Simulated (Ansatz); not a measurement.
Cartesian coordinates in Å:
```
C 0.760 -0.330 -0.452
C -0.725 -0.061 -0.308
Ge -1.458 0.905 1.275
Cl 0.391 1.169 2.431
H 1.142 -0.918 0.384
H 0.981 -0.875 -1.374
H 1.333 0.600 -0.469
H -1.118 0.507 -1.165
H -1.306 -0.997 -0.322
```

Total charge 0; spin multiplicity 1.

(1) List the PBE0/def2-TZVPP orbital energies in eV (Ansatz 0.2.0). (Estimate.)

Results:

(1) The calculation gave: Occupied: -10860.65, -2766.94, -1358.84, -1208.71, -1208.65, -1208.59, -278.25, -277.97, -258.77, -197.02, -196.95, -196.90, -171.52, -121.45, -121.28, -121.08, -34.25, -34.21, -34.04, -33.95, -33.89, -22.47, -21.27, -17.58, -13.70, -12.57, -11.66, -10.91, -9.93, -9.19, -9.18, -8.97, -6.66. Lowest empty: -2.53, 0.08, 1.12, 2.05, 2.69, 2.79, 3.33, 3.49.
